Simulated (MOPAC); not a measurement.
A run for MOPAC: PM3 on H2MgSe (SMILES [MgH][SeH]), a point of a bond scan (R = 3.378 Å).

```
PM3 1SCF PRECISE CHARGE=0 THREADS=1
H2MgSe

Mg    -0.90984848 1    -0.79864408 1    -1.24961770 1
H     -2.67505062 1    -2.35642570 1    -3.67226776 1
Se     0.35584908 1     0.35573886 1     0.47966970 1
H      0.61176270 1    -0.93385745 1     1.14758534 1
```

Program output:

```
*******************************************************************************
 **                                                                           **
 **                              MOPAC v23.2.5                                **
 **                                                                           **
 *******************************************************************************
 ** MOPAC's Digital Object Identifier: https://doi.org/10.5281/zenodo.6511958 **
 **                                                                           **
 ** Please cite the open-source release paper for use of this MOPAC version:  **
 ** J. E. Moussa and J. J. P. Stewart (2026)                                  **
 ** MOPAC: An open-source semiempirical molecular orbital program             **
 ** J. Open Source Softw., 11(119), 8025, https://doi.org/10.21105/joss.08025 **
 *******************************************************************************

                              PM3 CALCULATION RESULTS

 *******************************************************************************
 *  PM3        - The PM3 Hamiltonian to be used
 *
 *
 *
 *                 CHARGE ON SYSTEM = 0
 *
 *
 *
 *  PRECISE    - TIGHTER CRITERIA TO BE USED
 *  1SCF       - DO 1 SCF AND THEN STOP
 *  THREADS=1  - MULTI-THREADING NOT USED
 *  T=         - A TIME OF 172800.0 SECONDS REQUESTED
 *  DUMP=N     - RESTART FILE WRITTEN EVERY 7200.0 SECONDS REQUESTED
 *******************************************************************************
PM3 1SCF PRECISE CHARGE=0 THREADS=1
 H2MgSe

   ATOM   CHEMICAL          X               Y               Z
  NUMBER   SYMBOL      (ANGSTROMS)     (ANGSTROMS)     (ANGSTROMS)

     1      Mg         -0.90984848  *  -0.79864408  *  -1.24961770  *
     2       H         -2.67505062  *  -2.35642570  *  -3.67226776  *
     3      Se          0.35584908  *   0.35573886  *   0.47966970  *
     4       H          0.61176270  *  -0.93385745  *   1.14758534  *



          CARTESIAN COORDINATES

    NO.       ATOM           X           Y           Z

     1        Mg         -0.9098     -0.7986     -1.2496
     2         H         -2.6751     -2.3564     -3.6723
     3        Se          0.3558      0.3557      0.4797
     4         H          0.6118     -0.9339      1.1476

  H: (PM3): J. J. P. STEWART, J. COMP. CHEM. 10, 209 (1989).
 Mg: (PM3): J. J. P. STEWART, J. COMP. CHEM. 12, 320-341 (1991).
 Se: (PM3): J. J. P. STEWART, J. COMP. CHEM. 12, 320-341 (1991).

           Empirical Formula: H2 Mg Se  =     4 atoms



      MOLECULAR POINT GROUP   :   Cs


      RHF CALCULATION, NO. OF DOUBLY OCCUPIED LEVELS = 5


 -------------------------------------------------------------------------------
 PM3 1SCF PRECISE CHARGE=0 THREADS=1
 H2MgSe



     1SCF WAS SPECIFIED, SO BFGS WAS NOT USED
     SCF FIELD WAS ACHIEVED


                              PM3 CALCULATION
                                                       MOPAC v23.2.5 Linux




          FINAL HEAT OF FORMATION =        123.02981 KCAL/MOL =     514.75673 KJ/MOL


          COSMO AREA              =        108.03 SQUARE ANGSTROMS
          COSMO VOLUME            =         84.55 CUBIC ANGSTROMS

          IONIZATION POTENTIAL    =          8.620111 EV
          HOMO LUMO ENERGIES (EV) =         -8.620 -2.554
          NO. OF FILLED LEVELS    =          5
          MOLECULAR WEIGHT        =        105.2808         POINT GROUP:  Cs

          MOLECULAR DIMENSIONS (Angstroms)

            Atom       Atom       Distance
            H     4    H     2     6.00482
           Se     3    H     4     1.42733
            H     2   Mg     1     0.00000


          SCF CALCULATIONS        =          1





   ATOM   CHEMICAL          X               Y               Z
  NUMBER   SYMBOL      (ANGSTROMS)     (ANGSTROMS)     (ANGSTROMS)

     1      Mg         -0.90984848  *  -0.79864408  *  -1.24961770  *
     2       H         -2.67505062  *  -2.35642570  *  -3.67226776  *
     3      Se          0.35584908  *   0.35573886  *   0.47966970  *
     4       H          0.61176270  *  -0.93385745  *   1.14758534  *

                             CARTESIAN COORDINATES

   1   Mg       -0.909848480    -0.798644080    -1.249617700
   2    H       -2.675050620    -2.356425700    -3.672267760
   3   Se        0.355849080     0.355738860     0.479669700
   4    H        0.611762700    -0.933857450     1.147585340


           Empirical Formula: H2 Mg Se  =     4 atoms



      MOLECULAR POINT GROUP   :   Cs


                  EIGENVALUES
 -18.26329 -12.11242  -9.97715  -9.17231  -8.62011  -2.55440  -1.97484  -1.86898
  -1.86777   0.44912


              NET ATOMIC CHARGES AND DIPOLE CONTRIBUTIONS

  ATOM NO.   TYPE          CHARGE      No. of ELECS.   s-Pop       p-Pop
    1         Mg           0.348031        1.6520     0.90480     0.74716
    2          H          -0.049984        1.0500     1.04998
    3         Se          -0.252095        6.2521     1.90288     4.34922
    4          H          -0.045951        1.0460     1.04595
 DIPOLE           X         Y         Z       TOTAL
 POINT-CHG.    -1.445    -0.994    -2.041     2.691
 HYBRID         0.262    -0.883     0.593     1.095
 SUM           -1.182    -1.877    -1.449     2.649


          ATOMIC ORBITAL ELECTRON POPULATIONS

     Atom    s        px        py        pz
    1 Mg   0.90480   0.23094   0.15330   0.36292
    2  H   1.04998
    3 Se   1.90288   1.76540   1.09073   1.49309
    4  H   1.04595

 **********************
 *                    *
 * JOB ENDED NORMALLY *
 *                    *
 **********************




 == MOPAC DONE ==
```

The run finished.

Cost: around 0.03 core-seconds (rough).
